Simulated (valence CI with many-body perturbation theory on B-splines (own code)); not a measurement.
## Energy levels of Kr3+

Method: relativistic CI+MBPT: five valence electrons over a frozen Dirac-Fock core [Ar] 3d10, a basis of 11 s, 11 p, 10 d, 8 f, 5 g, 2 h functions for each j, with the one-electron correlation potential Σ1 (screened to all orders), the two-electron term Σ2, the three-electron term Σ3, Breit, model QED; selected single and double excitations, second order for the rest, scaled by the run's own slope (own B-spline code, finite nucleus).

Set against measurement, 66 paired levels are off by 189 cm⁻¹ on average, the worst by 409. These come from a selection out of Saloman, J. Phys. Chem. Ref. Data 36, 215 (2007). Levels without a partner in it may be off by more. Among the levels kept, up to 4100 cm⁻¹ of a level comes from second order outside the variational space, and about a tenth of that is noise between levels of different J, which matters for small intervals. 3 measured levels below the end of the list, from 202373 cm⁻¹ on, found no clear computed partner, and computed levels of the same name lie up to 1944 cm⁻¹ from them.

Levels 91 to 135 of 182, with energies above the lowest level, 4s2 4p3 4S°_3/2. "Leading %" is the weight of the configuration and term that name the level; weights of strongly mixed levels are sums over their largest components and can fall short. In the jj column 3d3/2^4 stands for four electrons in 3d with j = 3/2.

| No. | Configuration | Term | J | E (cm⁻¹) | Leading % | Second component | Leading jj |
| --- | --- | --- | --- | --- | --- | --- | --- |
| 91 | 4s2 4p2 4f | 2D° | 5/2 | 292189 | 45 | 34 % 4s 4p3 4d 4F° | 4s^2 4p1/2 4p3/2 4f5/2 (30 %) |
| 92 | 4s 4p3 4d | 4F° | 7/2 | 292957 | 40 | 40 % 4s2 4p2 4f 2G° | 4s^2 4p1/2 4p3/2 4f5/2 (25 %) |
| 93 | 4s 4p3 4d | 4F° | 9/2 | 293344 | 64 | 19 % 4s2 4p2 4f 4F° | 4s 4p1/2 4p3/2^2 4d5/2 (50 %) |
| 94 | 4s2 4p2 4f | 4D° | 7/2 | 293669 | 35 | 33 % 4s2 4p2 4f 2G° | 4s^2 4p1/2 4p3/2 4f7/2 (55 %) |
| 95 | 4s2 4p2 4f | 4F° | 3/2 | 293791 | 35 | 29 % 4s2 4p2 4f 2D° | 4s^2 4p1/2 4p3/2 4f5/2 (77 %) |
| 96 | 4s2 4p2 5d | 4F | 7/2 | 293968 | 71 | 20 % 4s2 4p2 5d 4D | 4s^2 4p1/2 4p3/2 5d5/2 (86 %) |
| 97 | 4s2 4p2 5d | 2P | 3/2 | 294263 | 40 | 24 % 4s2 4p2 5d 4D | 4s^2 4p1/2 4p3/2 5d3/2 (86 %) |
| 98 | 4s2 4p2 4f | 4D° | 5/2 | 294438 | 46 | 15 % 4s2 4p2 4f 4F° | 4s^2 4p1/2 4p3/2 4f7/2 (66 %) |
| 99 | 4s2 4p2 5d | 4P | 5/2 | 294700 | 38 | 34 % 4s2 4p2 5d 4F | 4s^2 4p1/2 4p3/2 5d3/2 (44 %) |
| 100 | 4s2 4p2 5d | 4D | 1/2 | 294859 | 54 | 21 % 4s2 4p2 6s 4P | 4s^2 4p1/2 4p3/2 5d3/2 (69 %) |
| 101 | 4s2 4p2 6s | 4P | 1/2 | 294993 | 53 | 21 % 4s2 4p2 5d 4D | 4s^2 4p1/2^2 6s (55 %) |
| 102 | 4s2 4p2 4f | 2G° | 9/2 | 295654 | 36 | 20 % 4s2 4p2 4f 4F° | 4s^2 4p1/2 4p3/2 4f7/2 (26 %) |
| 103 | 4s 4p3 5s | 6S° | 5/2 | 295718 | 96 |  | 4s 4p1/2 4p3/2^2 5s (52 %) |
| 104 | 4s2 4p2 5d | 2P | 3/2 | 296342 | 38 | 29 % 4s2 4p2 5d 4D | 4s^2 4p1/2 4p3/2 5d5/2 (81 %) |
| 105 | 4s2 4p2 5d | 2F | 5/2 | 296622 | 77 | 14 % 4s2 4p2 5d 4P | 4s^2 4p1/2 4p3/2 5d5/2 (61 %) |
| 106 | 4s2 4p2 4f | 4D° | 3/2 | 296686 | 51 | 34 % 4s2 4p2 4f 2D° | 4s^2 4p3/2^2 4f7/2 (35 %) |
| 107 | 4s2 4p2 5d | 4F | 9/2 | 296943 | 88 | 6 % 4s2 4p2 5d 2G | 4s^2 4p1/2 4p3/2 5d5/2 (55 %) |
| 108 | 4s2 4p2 4f | 4D° | 1/2 | 296988 | 84 | 5 % 4s 4p3 4d 4D° | 4s^2 4p1/2 4p3/2 4f5/2 (45 %) |
| 109 | 4s2 4p2 4f | 4F° | 7/2 | 297306 | 55 | 12 % 4s 4p3 4d 4F° | 4s^2 4p1/2 4p3/2 4f5/2 (34 %) |
| 110 | 4s2 4p2 4f | 4F° | 5/2 | 297351 | 51 | 25 % 4s2 4p2 4f 4D° | 4s^2 4p1/2 4p3/2 4f5/2 (44 %) |
| 111 | 4s2 4p2 4f | 4F° | 3/2 | 297555 | 42 | 24 % 4s2 4p2 4f 2D° | 4s^2 4p1/2 4p3/2 4f5/2 (38 %) |
| 112 | 4s2 4p2 5d | 4D | 7/2 | 297661 | 51 | 22 % 4s2 4p2 5d 2F | 4s^2 4p1/2 4p3/2 5d3/2 (37 %) |
| 113 | 4s2 4p2 6s | 4P | 3/2 | 298380 | 70 | 9 % 4s2 4p2 5d 4D | 4s^2 4p1/2 4p3/2 6s (76 %) |
| 114 | 4s2 4p2 4f | 2G° | 9/2 | 298870 | 60 | 18 % 4s2 4p2 4f 4F° | 4s^2 4p1/2 4p3/2 4f7/2 (35 %) |
| 115 | 4s2 4p2 5d | 4D | 5/2 | 298977 | 53 | 28 % 4s2 4p2 5d 4P | 4s^2 4p1/2 4p3/2 5d3/2 (29 %) |
| 116 | 4s2 4p2 6s | 2P | 1/2 | 299301 | 60 | 12 % 4s2 4p2 6s 4P | 4s^2 4p1/2 4p3/2 6s (69 %) |
| 117 | 4s2 4p2 5d | 4P | 3/2 | 299475 | 54 | 19 % 4s2 4p2 5d 4D | 4s^2 4p1/2 4p3/2 5d3/2 (38 %) |
| 118 | 4s2 4p2 5d | 4P | 1/2 | 299497 | 67 | 17 % 4s2 4p2 5d 2P | 4s^2 4p1/2 4p3/2 5d3/2 (32 %) |
| 119 | 4s2 4p2 4f | 2F° | 7/2 | 299660 | 47 | 24 % 4s2 4p2 4f 2G° | 4s^2 4p1/2 4p3/2 4f7/2 (35 %) |
| 120 | 4s2 4p2 5d | 2P | 1/2 | 300176 | 54 | 16 % 4s2 4p2 6s 2P | 4s^2 4p3/2^2 5d5/2 (26 %) |
| 121 | 4s2 4p2 4f | 2F° | 5/2 | 300760 | 80 | 7 % 4s2 4p2 4f 2D° | 4s^2 4p1/2 4p3/2 4f7/2 (55 %) |
| 122 | 4s2 4p2 5d | 2F | 7/2 | 301471 | 67 | 19 % 4s2 4p2 5d 4D | 4s^2 4p3/2^2 5d5/2 (44 %) |
| 123 | 4s2 4p2 6s | 4P | 5/2 | 302247 | 86 | 8 % 4s2 4p2 6s 2D | 4s^2 4p1/2 4p3/2 6s (58 %) |
| 124 | 4s 4p3 4d | 2S° | 1/2 | 302277 | 79 | 12 % 4s2 4p 4d2 2S° | 4s 4p1/2 4p3/2^2 4d5/2 (43 %) |
| 125 | 4s2 4p2 4f | 2G° | 9/2 | 302577 | 37 | 23 % 4s 4p3 4d 2G° | 4s^2 4p3/2^2 4f7/2 (37 %) |
| 126 | 4s2 4p2 5d | 2D | 5/2 | 303249 | 78 | 14 % 4s2 4p2 5d 2F | 4s^2 4p1/2 4p3/2 5d5/2 (41 %) |
| 127 | 4s2 4p2 6s | 2P | 3/2 | 303446 | 64 | 15 % 4s2 4p2 5d 2D | 4s^2 4p1/2 4p3/2 6s (51 %) |
| 128 | 4s2 4p2 5d | 2D | 3/2 | 303488 | 63 | 14 % 4s2 4p2 6s 2P | 4s^2 4p1/2 4p3/2 5d5/2 (49 %) |
| 129 | 4s2 4p2 4f | 2F° | 7/2 | 304199 | 35 | 18 % 4s 4p3 4d 2G° | 4s^2 4p3/2^2 4f5/2 (38 %) |
| 130 | 4s 4p3 5s | 4S° | 3/2 | 304759 | 79 | 12 % 4s2 4p2 6p 4S° | 4s 4p1/2 4p3/2^2 5s (43 %) |
| 131 | 4s 4p3 4d | 4G° | 5/2 | 306147 | 54 | 18 % 4s2 4p2 4f 4G° | 4s 4p1/2 4p3/2^2 4d3/2 (21 %) |
| 132 | 4s 4p3 4d | 4G° | 7/2 | 307174 | 49 | 25 % 4s2 4p2 4f 4G° | 4s 4p1/2 4p3/2^2 4d3/2 (30 %) |
| 133 | 4s2 4p2 4f | 2F° | 7/2 | 307785 | 74 |  | 4s^2 4p3/2^2 4f7/2 (54 %) |
| 134 | 4s 4p3 4d | 4G° | 9/2 | 307828 | 50 | 26 % 4s2 4p2 4f 4G° | 4s 4p1/2 4p3/2^2 4d3/2 (23 %) |
| 135 | 4s2 4p2 4f | 2F° | 5/2 | 307849 | 67 | 7 % 4s2 4p2 4f 4G° | 4s^2 4p3/2^2 4f5/2 (53 %) |

Names give the largest LS component (configuration and term), which can be under half, so a name can repeat, a term be missing and a line seem to break the LS rules; names also repeat where a configuration has a term twice.

Where two levels of one J and parity lie close, their mixing, g and order are uncertain.
